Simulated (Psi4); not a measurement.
Noncovalent pair: N2 (SMILES N#N) (first 2 atoms) with N2 (SMILES N#N); geometry from B3LYP-D3(BJ)/def2-TZVP, rigid monomers moved along the line of their centres of mass till N2···N3 is 4.67 Å.
(charge 0, multiplicity 1):
| atom | x (Å) | y (Å) | z (Å) |
|---|---|---|---|
| N | -0.3846 | -0.1012 | -0.5654 |
| N | 0.4510 | 0.1482 | 0.0899 |
| N | -0.4536 | -0.2181 | 4.6518 |
| N | 0.3412 | 0.1385 | 5.3083 |

All values below come from Psi4 with SAPT0/jun-cc-pV(D+d)Z.

**Question.** Which attractive term is largest, and how does the interaction split up?

**Answer.** electrostatics -0.7, exchange 0.1, induction 0.0, dispersion -2.4, total -3.0 meV; the largest attraction is dispersion.
